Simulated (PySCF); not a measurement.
## Correlation energy of Os³⁺ (osmium, charge +3)

[Xe] 4f14 5d5, high-spin 6S determinant. Computed with PySCF 2.14 in def2-QZVPPD with the def2 core potential (60 electrons), with scalar relativity through the core potential. Frozen: 5s2 5p6; 5 electrons correlated.

```json
{"level": "CCSD", "correlation energy (mhartree)": "-60.06"}
{"level": "(T)", "correlation energy (mhartree)": "-0.64"}
{"level": "CCSD(T)", "correlation energy (mhartree)": "-60.70"}
```

Diagnostics: T1 = 0.00014, D1 = 0.0002, largest double amplitude 0.015.

Cost of the coupled-cluster step: roughly 6 core-seconds, for 5 correlated electrons.
